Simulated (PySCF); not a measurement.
## A search over the determinants of PbO

Unrestricted PBE0; Pb cc-pVTZ-PP with ECP60, O cc-pVTZ; scalar-relativistic core potentials (PySCF 2.14). Outer shells of the fragments: Pb 5d10 6s2 6p2; O 2s2 2p4.

Followed along the bond (rough minima from three points):

```
2Ms+1    unpaired  ⟨S²⟩ at the start  R at minimum (Å)  Te (eV)
    1        none               0.00              1.91     0.00
    3        π ↑↑               2.01  none in the scan   ≤ 1.83
    5  σ ↑, π ↑↑↑               6.01  none in the scan   ≤ 5.14
```

Solutions found at the starting distance of 1.995 Å, counted from the lowest of them; the search is not exhaustive and high or unbound solutions are not listed, so other states can lie among these:

| 2Ms+1 | unpaired | term | E (eV) | ⟨S²⟩ | ⟨Lz²⟩ | μ (D) |
| --- | --- | --- | --- | --- | --- | --- |
| 1 | none | ¹Σ⁺ | 0.00 | 0.00 | 0.00 | -4.91 |
| 3 | π ↑↑ | mixed | 1.94 | 2.01 | 2.01 | -2.06 |
| 3 | π ↑↑ | mixed | 2.17 | 2.01 | 2.01 | -2.09 |
| 1 | π ↑↓ | mixed | 2.23 | 1.01 | 2.01 | -2.12 |
| 3 | σ ↑, π ↑ | ³Π | 2.40 | 2.01 | 1.01 | -3.32 |
| 1 | σ ↓, π ↑ | mixed | 2.53 | 1.01 | 1.00 | -3.30 |

A term symbol is given only where ⟨S²⟩ and ⟨Lz²⟩ are close to those of a pure state; real π, δ and φ orbitals otherwise mix terms. A positive dipole means Pb(−)O(+).

The measured ground state is X ¹Σ+ (Huber and Herzberg, Constants of Diatomic Molecules (1979)).

Spin–orbit coupling is left out, which matters for elements this heavy, above all for dissociation energies. Counting both spins, an empty level lies below a filled one in some of these solutions, because spin and occupation are held.
